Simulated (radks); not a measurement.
Neutral scandium inside a hard spherical wall (all orbitals vanish at R), configuration held at [Ar] 3d1 4s2 and not refilled when levels cross. Method: non-relativistic Kohn-Sham, PBE, spin-polarised, spherical densities, point nucleus; open shells are filled with parallel spins first; computed with a radial shooting solver on a logarithmic mesh with Libxc functionals. Eigenvalues in eV for spin up, with the zero of energy where the potential of the charges vanishes at infinity; a dash marks a level that is unbound or too diffuse for the functional's potential to be trusted. A positive occupied level is held by the wall or, in an anion where self-interaction has pushed it up, behind a barrier. The pressure on the wall is -dE/dV.

R (bohr) = free: E (hartree) -760.39089; kinetic (hartree) 759.667; e(3s) -54.740; e(3p) -33.923; e(4s) -4.265; e(3d) -3.651; e(4p, empty) -1.539; e(5s, empty) -; pressure (GPa) 0
R (bohr) = 15: E (hartree) -760.39088; kinetic (hartree) 759.667; e(3s) -54.739; e(3p) -33.922; e(4s) -4.264; e(3d) -3.650; e(4p, empty) -1.533; e(5s, empty) 0.289; pressure (GPa) < 0.0001
R (bohr) = 10: E (hartree) -760.38940; kinetic (hartree) 759.680; e(3s) -54.628; e(3p) -33.812; e(4s) -4.181; e(3d) -3.549; e(4p, empty) -1.338; e(5s, empty) 2.137; pressure (GPa) 0.0357
R (bohr) = 7: E (hartree) -760.36097; kinetic (hartree) 759.839; e(3s) -53.648; e(3p) -32.842; e(4s) -3.330; e(3d) -2.667; e(4p, empty) 0.056; e(5s, empty) 8.546; pressure (GPa) 1.41
R (bohr) = 6: E (hartree) -760.31061; kinetic (hartree) 760.057; e(3s) -52.595; e(3p) -31.807; e(4s) -2.207; e(3d) -1.714; e(4p, empty) 1.695; e(5s, empty) 14.563; pressure (GPa) 5.18
R (bohr) = 4: E (hartree) -759.74605; kinetic (hartree) 761.931; e(3s) -47.078; e(3p) -26.450; e(4s) 7.293; e(3d) 3.767; e(4p, empty) 14.042; e(5s, empty) 52.105; pressure (GPa) 107
R (bohr) = 3: E (hartree) -758.12533; kinetic (hartree) 766.971; e(3s) -39.052; e(3p) -18.478; e(4s) 29.790; e(3d) 13.140; e(4p, empty) 40.152; e(5s, empty) 119.86; pressure (GPa) 834
R (bohr) = 2.5: E (hartree) -755.51939; kinetic (hartree) 774.934; e(3s) -29.813; e(3p) -8.799; e(4s) 61.106; e(3d) 24.677; e(4p, empty) 73.853; e(5s, empty) 199.60; pressure (GPa) 3030
